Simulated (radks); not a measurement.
Mg, configuration [Ne] 3s2 (the NIST ground configuration).

Method: non-relativistic Kohn-Sham, Slater X-alpha with alpha = 0.806, spin-unpolarised, spherical densities, point nucleus; computed with a radial shooting solver on a logarithmic mesh with Libxc functionals.

Energy parts (hartree):
total: -201.30618
kinetic: 201.30618
electron-nucleus: -481.75971
Hartree: 96.94642
exchange: -17.79907

Orbitals (lengths in bohr, moments of r in powers of bohr; r(90%) holds 90 % of the orbital's charge):
[
 {"orbital": "1s", "occ.": "2", "eigenvalue (hartree)": "-46.53542", "<r>": "0.1308", "<r^2>": "0.02305", "r(90%)": "0.234"},
 {"orbital": "2s", "occ.": "2", "eigenvalue (hartree)": "-3.00470", "<r>": "0.6947", "<r^2>": "0.5808", "r(90%)": "1.10"},
 {"orbital": "2p", "occ.": "6", "eigenvalue (hartree)": "-1.81154", "<r>": "0.6789", "<r^2>": "0.5913", "r(90%)": "1.16"},
 {"orbital": "3s", "occ.": "2", "eigenvalue (hartree)": "-0.17166", "<r>": "3.078", "<r^2>": "11.14", "r(90%)": "4.77"}
]

The highest occupied level is 3s at -4.671 eV. The electron density at the nucleus is 1096 e/bohr^3. For comparison, the ionisation energy in NIST's Atomic Spectra Database is 7.646 eV (measured). In exact Kohn-Sham theory the highest level is minus the ionisation energy, but local and semilocal functionals leave it too shallow, through self-interaction and a potential that decays too fast; potentials with the right tail come closer. Virial ratio -V/T = 2.00000.
